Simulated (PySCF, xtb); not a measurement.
HfBr3, SMILES [Br][Hf]([Br])[Br] (connectivity only; charge and spin as stated), neutral, multiplicity 2.

Harmonic wavenumbers (cm⁻¹) from xtb with GFN2-xTB at its own minimum, in rising order: 10, 25, 26, 188, 260, 261.

### Question
What does PBE-D3(BJ)/def2-SVP (PySCF) give at its own minimum? (An estimate is asked for; the answer gives what the named calculation found.)

### Answer
42, 52, 52, 219, 268, 268. Paired by order, the mean absolute difference is 22 cm⁻¹ and the zero-point energies are 1.1 and 1.3 kcal/mol.
